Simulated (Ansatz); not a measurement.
Ga3N3⁻, relaxed as a doublet with UKS PBE-D4/def2-SVPD in Ansatz, starting from the GFN2-xTB geometry. Force threshold 0.02 eV/Å.

The relaxation made no stability test and no search for a lower SCF solution. Another isomer (doublet) lies 1.45 eV lower at PBE0-D4/def2-TZVPD; other spin states weren't run for this one.

Start:

```xyz
6

Ga   -3.366   -2.209    0.112
Ga    3.409    2.533    0.184
Ga    0.585    0.318    0.202
N    -1.822   -1.300   -0.111
N     2.026    1.408    0.279
N    -0.833   -0.751   -0.665
```

Question: Estimate the energy that the relaxation releases and the steps that it takes.

Answer: 37.6 kJ/mol, in 24 steps; 79 s on 4 threads of Arm Neoverse V2 on a shared host. The force fell under the threshold at step 14, but the optimiser went on and released 0.004 eV more. No frequencies were taken in this run, so the end may be a saddle point.

Question: Does the start keep its bonding?

Answer: Bonds lost: Ga3–N6 (atoms count from 1).

Question: Predict the relaxed structure.

Answer: 
Cartesian coordinates in Å:
```
Ga -3.446 -2.408 -0.390
Ga 3.039 2.215 -0.740
Ga 0.814 0.473 1.256
N -1.770 -1.226 -0.350
N 2.193 1.498 0.692
N -0.830 -0.551 -0.467
```
Bond lengths (bridged metal pairs left out): 3 × Ga–N 1.81 to 2.05 Å; 1 × N–N 1.16 Å.
